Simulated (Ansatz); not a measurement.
Relaxation of the cluster K₂Na₂ with RKS PBE/def2-TZVP.

```sh
$ ansatz run in.yaml --threads 4 --pin off --events-out ev --progress --plain --max-ram 3916MiB
```

```yaml
crystal:
  periodic: [false, false, false]
  atoms:
    - {symbol: Na, position_ang: [-0.315030, 2.352580, -2.784760]}
    - {symbol: Na, position_ang: [1.695400, 0.506100, -2.862880]}
    - {symbol: K, position_ang: [-1.038060, -2.228260, 4.327850]}
    - {symbol: K, position_ang: [-0.342310, -0.630420, 1.319780]}
basis:
  gaussian: {orbitals: def2-TZVP}
hamiltonian: {xc: pbe}
scf: {lower_state_search: "off"}
output: {orbitals: {seedname: orbitals}}
relax: {f_tol: 0.02, max_steps: 100}
```

Run time 22 s (4 threads of Arm Neoverse V2 on a shared host).

Positions (Å) and forces (eV/Å) at steps 1, 2, 3, 4, 7, 10, 13, 16, 19, 22 of 22:

```xyz
4
step=1 energy=-41463.3843 eV
Na   -0.315    2.353   -2.785   -0.394    0.340    0.045
Na    1.695    0.506   -2.863    0.372   -0.375    0.030
K    -1.038   -2.228    4.328   -0.086   -0.201    0.377
K    -0.342   -0.630    1.320    0.108    0.236   -0.452
4
step=2 energy=-41463.4726 eV
Na   -0.376    2.312   -2.651   -0.292    0.257    0.028
Na    1.686    0.410   -2.721    0.277   -0.279    0.023
K    -1.011   -2.174    4.220   -0.072   -0.170    0.318
K    -0.299   -0.547    1.151    0.087    0.193   -0.369
4
step=3 energy=-41463.6008 eV
Na   -0.469    2.367   -2.606   -0.065    0.062   -0.001
Na    1.751    0.309   -2.666    0.056   -0.066    0.018
K    -1.026   -2.211    4.288   -0.026   -0.068    0.125
K    -0.256   -0.464    0.983    0.035    0.072   -0.142
4
step=4 energy=-41463.6122 eV
Na   -0.537    2.469   -2.655    0.080   -0.057   -0.026
Na    1.814    0.220   -2.627   -0.089    0.071    0.018
K    -1.042   -2.320    4.456    0.015    0.023   -0.050
K    -0.236   -0.369    0.826   -0.006   -0.038    0.059
4
step=7 energy=-41463.6328 eV
Na   -0.388    2.548   -2.949    0.016   -0.015    0.000
Na    1.666    0.199   -2.407   -0.017    0.012    0.005
K    -0.880   -2.438    4.414    0.007    0.004   -0.015
K    -0.397   -0.309    0.942   -0.007    0.000    0.009
4
step=10 energy=-41463.6469 eV
Na   -0.181    2.528   -3.181    0.016   -0.026    0.014
Na    1.542    0.076   -2.085   -0.017    0.012    0.006
K    -0.547   -2.610    4.227    0.009    0.015   -0.032
K    -0.814    0.006    1.039   -0.008   -0.002    0.012
4
step=13 energy=-41463.6838 eV
Na    0.030    2.390   -3.261    0.012   -0.031    0.026
Na    1.366   -0.066   -1.668   -0.015    0.003    0.015
K    -0.170   -2.642    3.790    0.016    0.014   -0.040
K    -1.226    0.317    1.139   -0.013    0.014   -0.001
4
step=16 energy=-41463.7418 eV
Na    0.163    2.206   -3.183    0.005   -0.027    0.029
Na    1.223   -0.210   -1.289   -0.014   -0.010    0.032
K     0.126   -2.556    3.296    0.022    0.013   -0.047
K    -1.512    0.559    1.176   -0.013    0.023   -0.014
4
step=19 energy=-41463.7941 eV
Na    0.164    1.997   -2.905   -0.016    0.024   -0.012
Na    1.138   -0.400   -0.916    0.006   -0.025    0.026
K     0.376   -2.415    2.784    0.006   -0.010    0.005
K    -1.678    0.819    1.037    0.004    0.011   -0.019
4
step=22 energy=-41463.8006 eV
Na    0.028    2.032   -2.782    0.003   -0.003    0.000
Na    1.173   -0.537   -0.773    0.008   -0.003   -0.006
K     0.428   -2.437    2.746    0.004   -0.005    0.001
K    -1.629    0.942    0.808   -0.015    0.011    0.005
```

The structure comes from a short search, and lower isomers may exist.
